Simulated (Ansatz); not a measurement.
`[CH3][GeH]([F])[SH]` + `BN` → `B[NH][GeH]([CH3])[F]` + H₂S  (ligand exchange at a Ge–S bond)

Calculated with Ansatz (gas phase, PBE0-D4/def2-TZVP geometries, no zero-point term in ΔE). CCSD(T)/CBS adds triple-zeta CCSD(T) − MP2 to the extrapolated MP2 energy (def2 sets, frozen cores). This one scheme is used for every species. Functionals use def2-TZVPP. B3LYP here is the variant with VWN-RPA as its local correlation; programs differ in this. For Ge outer-core shells are correlated without core-valence functions, which leaves a few kJ/mol of doubt a bond. Scalar relativity is left out up to krypton. Each species was taken in one conformer, which may not be the lowest.

`[CH3][GeH]([F])[SH]`:

```xyz
9

C     0.108   -0.487    1.116
Ge    0.285    0.675   -0.420
F     1.765    0.183   -1.205
S    -1.378    0.461   -1.857
H    -0.800   -0.243    1.668
H     0.058   -1.525    0.784
H     0.974   -0.366    1.767
H     0.440    2.175   -0.139
H    -1.453   -0.872   -1.714
```

`BN`:

Z-matrix (Å, degrees):
```
B
N 1 1.385
H 1 1.197 2 119.0
H 1 1.197 2 119.0 3 -180.0
H 2 1.006 1 123.2 3 -0.0
H 2 1.006 1 123.2 3 180.0
```

`B[NH][GeH]([CH3])[F]`:

Cartesian coordinates in Å:
```
B -0.683 0.500 -2.191
N 0.188 0.384 -1.107
Ge -0.311 0.319 0.661
C 0.711 -0.993 1.644
F 0.125 1.860 1.356
H -0.246 0.540 -3.305
H -1.863 0.548 -1.983
H 1.180 0.349 -1.295
H -1.837 0.223 0.715
H 0.456 -0.946 2.703
H 0.501 -1.996 1.270
H 1.777 -0.788 1.533
```

H₂S:

Cartesian coordinates in Å:
```
S 0.601 0.146 -0.029
H -0.375 0.048 -0.942
H -0.226 -0.194 0.971
```

**Question.** Is it downhill or uphill in electronic energy at CCSD(T)/CBS, and by how much? (Best estimate.)

**Answer.** The calculation gave: Uphill: ΔE = +8.3 kcal/mol.

**Question.** What do these levels give: revPBE-D4, B3LYP-D4, r2SCANh-D4, ωB97M-V, r2SCAN0, LC-ωPBE, HF/def2-SVP, CCSD(T)/def2-SVP, SCS-MP2/def2-TZVPP, MP2/def2-QZVPP, HF/CBS(def2), CCSD/CBS(def2)? (Estimate.)

**Answer.** The calculation gave: revPBE-D4 10.9, B3LYP-D4 9.8, r2SCANh-D4 10.4, ωB97M-V 9.3, r2SCAN0 10.4, LC-ωPBE 9.4, HF/def2-SVP 7.4, CCSD(T)/def2-SVP 6.9, SCS-MP2/def2-TZVPP 7.5, MP2/def2-QZVPP 8.5, HF/CBS(def2) 7.8, CCSD/CBS(def2) 8.1 kcal/mol.

Largest T1 diagnostic among the species: 0.012.

At CCSD(T), def2-SVP lies −1.4 kcal/mol from the extrapolated value and def2-TZVPP −0.9 kcal/mol. From BLYP to BHLYP (50 % exact exchange), in def2-TZVPP and without D4, ΔE moves by −1.4 kcal/mol. Leaving LDA and LC-ωPBE aside and taking each functional with its dispersion term where it has one, the values, not all of them listed here, spread over 2.7 kcal/mol, from CAM-B3LYP-D4 to PBE-D4. LDA lies −1.0 kcal/mol from PBE without D4.
